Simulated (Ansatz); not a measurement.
Relaxation of C3H9NSi (14 atoms, charge 0, multiplicity 1), to a largest force component of 0.02 eV/Å in at most 50 steps.

Theory: RKS PBE-D4/def2-SVP in Ansatz.

```xyz
14
Properties=species:S:1:pos:R:3:forces:R:3
C -0.552 0.326 1.340 -1.48 2.94 -1.13
C 0.091 -0.080 0.069 1.23 -0.97 0.46
Si 1.219 -1.533 0.295 0.62 0.66 0.62
C 0.022 0.506 -1.140 -2.68 1.41 0.33
N -0.845 1.550 -1.495 -0.97 0.39 0.83
H -1.210 1.283 1.177 0.76 -1.14 0.32
H -1.240 -0.411 1.708 -0.60 -0.97 0.68
H 0.165 0.633 2.105 0.40 -0.11 0.52
H 0.497 -2.654 0.930 -0.27 -0.48 0.18
H 2.346 -1.155 1.263 -0.17 -0.19 -0.18
H 1.820 -1.948 -0.975 0.30 -0.29 -0.67
H 0.524 0.137 -1.984 1.28 -0.85 -1.48
H -1.222 1.560 -2.457 0.42 -0.11 0.39
H -1.627 1.757 -0.806 1.18 -0.29 -0.88
```

Problem. Where does it end, and by what steps?

Solution. It converged. The force dipped under the threshold on the way, but the program's further checks kept it going. After 15 steps the energy has fallen by 0.411 eV; H8 moved furthest, 0.93 Å.

```tsv
step	energy less start (eV)	largest force component (eV/Å)	accepted
0	0.0000	2.941	yes
1	-0.2863	1.703	yes
2	-0.2963	0.967	yes
3	-0.3670	0.248	yes
4	-0.3893	0.424	yes
5	-0.3989	0.181	yes
6	-0.4062	0.052	yes
7	-0.4067	0.192	yes
8	-0.4086	0.071	yes
9	-0.4095	0.042	yes
10	-0.4102	0.052	yes
11	-0.4105	0.060	yes
12	-0.4109	0.041	yes
13	-0.4111	0.014	yes
14	-0.4112	0.011	yes
15	-0.4113	0.018	yes
```

```xyz
14
Properties=species:S:1:pos:R:3
C -0.653 0.407 1.300
C 0.095 -0.141 0.104
Si 1.220 -1.611 0.285
C -0.029 0.457 -1.121
N -0.758 1.593 -1.395
H -1.725 0.613 1.066
H -0.653 -0.296 2.158
H -0.216 1.363 1.671
H 0.489 -2.817 0.830
H 2.365 -1.361 1.241
H 1.802 -1.970 -1.060
H 0.516 0.058 -1.994
H -1.038 1.765 -2.360
H -1.428 1.913 -0.695
```

Time of the run: 19 s on 2 threads of Intel(R) Xeon(R) 6975P-C (Granite Rapids), on a shared host, peak memory 0.17 GiB.
